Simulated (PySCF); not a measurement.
First SCF of a structure search on singlet Cs₂F₂, at a hand-made butterfly geometry. PySCF input:

```python
from pyscf import gto, scf, dft
mol = gto.M(atom='''
Cs     2.320000     0.000000     0.000000
Cs    -2.320000     0.000000     0.000000
F      0.000000     1.628000     1.776000
F      0.000000    -1.628000     1.776000''',
    basis={'Cs': 'def2-TZVP', 'F': 'def2-TZVP'},
    ecp={'Cs': 'def2-TZVP'},
    charge=0, spin=0)
mf = dft.RKS(mol, xc='PBE0')
mf.grids.atom_grid = (50, 194)
aux = {'Cs': 'def2-universal-JKFIT', 'F': 'def2-universal-JKFIT'}
mf = mf.density_fit(auxbasis=aux)
mf.conv_tol = 1e-08
mf.diis_space = 10
mf.max_cycle = 60
mf.init_guess = 'minao'
mf.verbose = 4
mf.kernel()
```

Excerpt of the output (cycles and frontier levels):

```
init E= -232.895633916161
  HOMO = -0.666793267717821  LUMO = -0.285203556903831  gap/eV = 10.38358
cycle= 1 E= -239.659959720469  delta_E= -6.76  |g|= 1.19  |ddm|= 2.51
  HOMO = 0.0126668452407366  LUMO = 0.0157884161471989  gap/eV = 0.08494
cycle= 2 E= -213.727033848321  delta_E= 25.9  |g|= 4.26  |ddm|= 45.9
  HOMO = -0.542641317793781  LUMO = -0.0873655713404752  gap/eV = 12.38868
cycle= 3 E= -239.675923559165  delta_E= -25.9  |g|= 1.15  |ddm|= 45.9
  HOMO = -0.532046703811043  LUMO = -0.0963228845173801  gap/eV = 11.85665
cycle= 4 E= -239.693144289957  delta_E= -0.0172  |g|= 1.12  |ddm|= 0.208
  HOMO = -0.457707640370688  LUMO = -0.0818165089544649  gap/eV = 10.22852
cycle= 5 E= -239.770158763211  delta_E= -0.077  |g|= 0.893  |ddm|= 0.231
  HOMO = -0.196609450118546  LUMO = -0.0534766362630294  gap/eV = 3.89484
cycle= 6 E= -239.944160865149  delta_E= -0.174  |g|= 0.201  |ddm|= 0.935
  HOMO = -0.152465980534449  LUMO = -0.0462600799952285  gap/eV = 2.89001
cycle= 7 E= -239.953465246898  delta_E= -0.0093  |g|= 0.0638  |ddm|= 0.418
  HOMO = -0.164542540930156  LUMO = -0.0465585529941131  gap/eV = 3.21051
cycle= 8 E= -239.954214403483  delta_E= -0.000749  |g|= 0.00664  |ddm|= 0.0829
  HOMO = -0.164188502860265  LUMO = -0.0466991852065059  gap/eV = 3.19705
cycle= 9 E= -239.954222394849  delta_E= -7.99e-06  |g|= 0.00552  |ddm|= 0.0136
  HOMO = -0.165145653454449  LUMO = -0.0467525528492089  gap/eV = 3.22164
cycle= 10 E= -239.954227800228  delta_E= -5.41e-06  |g|= 0.000623  |ddm|= 0.0057
  HOMO = -0.165238960867185  LUMO = -0.046759084140396  gap/eV = 3.22400
cycle= 11 E= -239.954227867658  delta_E= -6.74e-08  |g|= 0.000142  |ddm|= 0.000614
  HOMO = -0.165267556756254  LUMO = -0.046759447596308  gap/eV = 3.22477
cycle= 12 E= -239.954227871272  delta_E= -3.61e-09  |g|= 3.18e-05  |ddm|= 0.000215
  HOMO = -0.165253310949119  LUMO = -0.0467589519681077  gap/eV = 3.22440
Extra cycle  E= -239.954227870699  delta_E= 5.73e-10  |g|= 6.86e-05  |ddm|= 0.000103
converged SCF energy = -239.954227870699
```

No lower solution of this spin was found by a stability analysis within the restricted form, which does not test spin polarisation.

The search for the lowest solution, with the stability check, took 1.9 s on 4 threads of a shared Intel Xeon 6975P-C (Granite Rapids) host, with 120 basis functions; the process peaked at 0.36 GiB. Launch command: `OMP_NUM_THREADS=4 python axn.py task.json out`.
